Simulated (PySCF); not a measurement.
# Polarisability and C₆ of Sb (antimony, neutral)

[Kr] 4d10 5s1 5p3 6s1, high-spin 6S determinant (an excited configuration). Calculation: PySCF 2.14, in aug-cc-pwCVTZ-DK3 with one added diffuse shell each of s, p, d, f type (11s10p8d5f1g, 125 functions); the spin-free X2C one-electron Hamiltonian (Gaussian nucleus). Coupled (time-dependent) response in atomic units; α is the mean over directions.

| method | mean α (bohr³) | C₆ (like pair) | S(−4) |
| --- | --- | --- | --- |
| revPBE | 809.4 | 19460 | 563700 |

S(−4) is the Cauchy moment in α(ω) = α(0) + S(−4) ω² + …

α(iu) at revPBE:

| u (hartree) | α(iu) (bohr³) |
| --- | --- |
| 0 | 809.4 |
| 0.0500 | 305.7 |
| 0.100 | 119.9 |
| 0.200 | 46.43 |
| 0.300 | 28.03 |
| 0.500 | 14.72 |
| 0.750 | 8.558 |
| 1.00 | 5.781 |
| 1.50 | 3.350 |
| 2.00 | 2.286 |
| 3.00 | 1.316 |
| 5.00 | 0.6155 |

The outer electron is Rydberg-like, and this basis confines it to a smaller radius and binds it less than a complete one would.
